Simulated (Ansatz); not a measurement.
`[F][Cd][Br]`, 3 atoms. The species carries charge 0 and has multiplicity 1. Correlated methods include outer-core shells of Br, Cd, which these sets cover unevenly. Scalar relativity is left out up to krypton. Cd: def2 effective core potential. All runs use 4 threads of an Arm Neoverse V2 on a shared host. Correlated methods freeze the cores. Open-shell runs search over several starts.

Give the basis size and wall time and peak host memory of each of these runs in Ansatz. UKS ωB97X-V/def2-TZVPP energy of the cation; RKS PBE0-D4/def2-SVP energy; RHF-CCSD(T)/def2-TZVPP energy; RKS BLYP-D4/def2-TZVPP energy; UKS B2PLYP (frozen core)/def2-TZVPP energy of the cation; RKS PBE0-D4/def2-TZVP frequencies; RKS ωB97X-V/def2-TZVPP energy; UKS PBE0-D4/def2-TZVPP energy of the cation; RHF-MP2/def2-QZVPP energy; UHF-MP2/def2-QZVPP energy of the cation; UHF-CCSD(T)/def2-TZVPP energy of the cation; RKS PBE0-D4/def2-TZVP relaxation (3 steps). (Best estimate.)

Computed: Other jobs shared the machine, so times are rough.

```json
{"level": "RKS PBE0-D4/def2-SVP", "job": "energy", "functions": "77", "wall time": "0.7 s", "peak host memory (GiB)": "0.15"}
{"level": "RKS BLYP-D4/def2-TZVPP", "job": "energy", "functions": "135", "wall time": "0.75 s", "peak host memory (GiB)": "0.15"}
{"level": "RKS ωB97X-V/def2-TZVPP", "job": "energy", "functions": "135", "wall time": "2.4 s", "peak host memory (GiB)": "0.34"}
{"level": "RHF-MP2/def2-QZVPP", "job": "energy", "functions": "234", "wall time": "3.1 s", "peak host memory (GiB)": "0.63"}
{"level": "RKS PBE0-D4/def2-TZVP", "job": "relaxation (3 steps)", "functions": "119", "wall time": "4.2 s", "peak host memory (GiB)": "0.25"}
{"level": "RHF-CCSD(T)/def2-TZVPP", "job": "energy", "functions": "135", "wall time": "8 s", "peak host memory (GiB)": "0.69"}
{"level": "RKS PBE0-D4/def2-TZVP", "job": "frequencies", "functions": "119", "wall time": "14 s", "peak host memory (GiB)": "0.24"}
{"level": "UKS PBE0-D4/def2-TZVPP", "job": "energy of the cation", "functions": "135", "wall time": "19 s", "peak host memory (GiB)": "0.58"}
{"level": "UHF-CCSD(T)/def2-TZVPP", "job": "energy of the cation", "functions": "135", "wall time": "41 s", "peak host memory (GiB)": "1.6"}
{"level": "UKS ωB97X-V/def2-TZVPP", "job": "energy of the cation", "functions": "135", "wall time": "43 s", "peak host memory (GiB)": "0.73"}
{"level": "UKS B2PLYP (frozen core)/def2-TZVPP", "job": "energy of the cation", "functions": "135", "wall time": "69 s", "peak host memory (GiB)": "0.52"}
{"level": "UHF-MP2/def2-QZVPP", "job": "energy of the cation", "functions": "234", "wall time": "93 s", "peak host memory (GiB)": "0.95"}
```
